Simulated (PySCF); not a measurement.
C2H6AlClS. Atoms are numbered in the order given.

```xyz
11

Al    -0.1194     0.3598     0.3445
Cl     0.8036     2.2354     0.0311
C     -1.3273     0.0635     1.8433
H     -2.3313    -0.2337     1.4960
H     -1.4348     0.9757     2.4509
H     -0.9592    -0.7416     2.5016
S      0.3962    -1.1619    -1.1254
C     -0.5762    -2.6176    -0.5366
H     -1.1481    -2.4012     0.3757
H      0.1184    -3.4440    -0.3334
H     -1.2728    -2.9200    -1.3303
```

The structure is a stationary point at B3LYP-D3(BJ)/def2-SVP. The structure was generated by enumeration; whether it is a known compound was not checked. One conformer was computed; it need not be the lowest.

Calculation: B3LYP/pcSseg-1 run with PySCF.

GIAO shieldings, no solvent; atoms alike by connectivity are averaged. δ = σ(ref) − σ: ³⁵Cl against HCl (σ = 933.3 ppm); ¹³C against TMS (σ = 181.3 ppm); ¹H against TMS (σ = 31.68 ppm); ³³S against H2S (σ = 695.8 ppm), references at their B3LYP-D3(BJ)/def2-TZVP geometries, non-relativistic (without spin–orbit terms, shifts of atoms bonded to Cl or Br come out too high).

| atoms | nucleus | count | δ (ppm) |
|---|---|---|---|
| Cl2 | ³⁵Cl | 1 | [?] |
| C8 | ¹³C | 1 | 15.6 |
| C3 | ¹³C | 1 | -9.4 |
| H9, H10, H11 | ¹H | 3 | [?] |
| H4, H5, H6 | ¹H | 3 | 0.26 |
| S7 | ³³S | 1 | [?] |

Fill in the missing entries. (Estimate from the structure and the level; the computed values follow.)


- S7, δ (ppm): 110.0
- Cl2, δ (ppm): 40.5
- H9, H10, H11, δ (ppm): 2.31
